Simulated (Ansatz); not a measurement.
`CC[O][Ti]([F])([F])[F]` from Hartree–Fock to CCSD(T)

Cartesian coordinates in Å:
```
C 0.185 -1.645 -0.654
C 0.867 -0.725 0.330
O 0.206 0.511 0.410
Ti -0.774 1.940 0.334
F -1.483 2.248 1.913
F -2.054 1.699 -0.845
F 0.220 3.307 -0.150
H 0.177 -1.207 -1.654
H 0.718 -2.597 -0.699
H -0.845 -1.840 -0.353
H 1.903 -0.530 0.034
H 0.881 -1.162 1.333
```

The species carries charge 0 and has multiplicity 1. Correlated methods include outer-core shells of Ti, which these sets cover unevenly. Scalar relativity is left out up to krypton. Geometry: relaxed with PBE0-D4/def2-TZVP. It is one conformer, not always the lowest. Frozen core, restricted reference, Ansatz.

```csv
basis,HF (Eh),MP2 corr.,CCSD corr.,(T),CCSD(T) total
def2-SVP,?,-1.35037,-1.37056,?,?
def2-TZVPP,-1300.69899,-1.76754,?,-0.07691,?
def2-QZVPP,?,-1.91497,–,–,–
```

(1) Fill in the withheld values. (An estimate is asked.)

## Answers

(1) The calculation gave: def2-SVP HF (Eh): -1300.01028; def2-SVP (T): -0.04706; def2-SVP CCSD(T) total: -1301.42790; def2-TZVPP CCSD corr.: -1.77944; def2-TZVPP CCSD(T) total: -1302.55534; def2-QZVPP HF (Eh): -1300.73513.
